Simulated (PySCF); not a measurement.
# Trend along the chalcogens: MRb cations

CCSD(T) with double-zeta basis sets in PySCF, for the lowest determinant that a PBE0 search found; no spin–orbit coupling. De refers to high-spin ground-configuration atoms (the charge goes to the atom of lower measured ionisation energy or higher electron affinity, which is not always the lowest computed limit).

```json
{"M": "S", "basis": "def2-SVPD", "reference, frozen orbitals": "UHF, 5", "charged atom": "Rb+", "state (unpaired electrons)": "triplet (π ↑↑)", "Re (Å)": "3.585", "ωe (cm⁻¹)": "90.8", "De (eV)": "0.30"}
{"M": "Se", "basis": "def2-SVP", "reference, frozen orbitals": "UHF, 9", "charged atom": "Rb+", "state (unpaired electrons)": "triplet (π ↑↑)", "Re (Å)": "3.665", "ωe (cm⁻¹)": "71.4", "De (eV)": "0.35"}
{"M": "Te", "basis": "def2-SVP", "reference, frozen orbitals": "UHF, 4", "charged atom": "Rb+", "state (unpaired electrons)": "triplet (π ↑↑)", "Re (Å)": "3.885", "ωe (cm⁻¹)": "60.1", "De (eV)": "0.36"}
```

The shortest bond is that of RbS⁺ (3.585 Å), the longest that of RbTe⁺ (3.885 Å).

The rows differ in basis set, which adds steps of its own.

Down a group the atoms grow and get heavier, so bonds lengthen and wavenumbers fall; this series shows no clear exception.

Correlated steps freeze the inner cores (4 to 9 orbitals); shallow outer-core shells are correlated. Weak bonds: RbSe⁺, RbS⁺, RbTe⁺. Basis-set superposition, not corrected here, can be much of De in a small basis, most of all at correlated wavefunction levels. Spin–orbit coupling is left out, which matters for elements this heavy, above all for dissociation energies. For an ion De counts to the pair picked by the measured ionisation energies or electron affinities, which need not be the lowest pair at this level. States were picked by a PBE0 search and need not be the measured ground states.
